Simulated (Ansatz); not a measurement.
Consider the redistribution: `NB(Cl)[O][GeH3]` + `FC[SiH3]` → `NB(Cl)CF` + `[SiH3][O][GeH3]`.

Computed with Ansatz on PBE0-D4/def2-TZVP structures; ΔE is electronic, products minus reactants. CCSD(T)/CBS is the MP2 limit (def2-TZVPP, def2-QZVPP) plus CCSD(T) − MP2 in def2-TZVPP, frozen cores. DFT in def2-TZVPP. For Ge outer-core shells are correlated without core-valence functions, which leaves a few kJ/mol of doubt a bond. Scalar relativity is left out up to krypton. One conformer a species, not always the lowest.

| level | ΔE (kJ/mol) |
| --- | --- |
| LDA (SPW92) | 11.6 |
| B97M-V | 1.2 |
| B2PLYP | -0.2 |
| PBE | 7.8 |
| CCSD(T)/def2-SVP | 11.1 |
| MP2/def2-TZVPP | -2.2 |
| HF/def2-QZVPP | -6.0 |
| MP2/CBS(def2) | -3.0 |

Question: What does CCSD(T)/CBS give? (Estimate.)

Answer: The calculation gave: -0.2 kJ/mol. The listed levels differ from it by 11.8, 1.4, 0.0, 8.0, 11.3, -2.0, -5.8, -2.8 kJ/mol.

Largest T1 diagnostic among the species: 0.012.

Leaving LDA and LC-ωPBE aside and taking each functional with its dispersion term where it has one, the values, not all of them listed here, spread over 9.7 kJ/mol, from BHLYP-D4 to PBE-D4. LDA lies +3.9 kJ/mol from PBE without D4. From PBE to PBE0 (25 % exact exchange), in def2-TZVPP and without D4, ΔE moves by −3.1 kJ/mol.
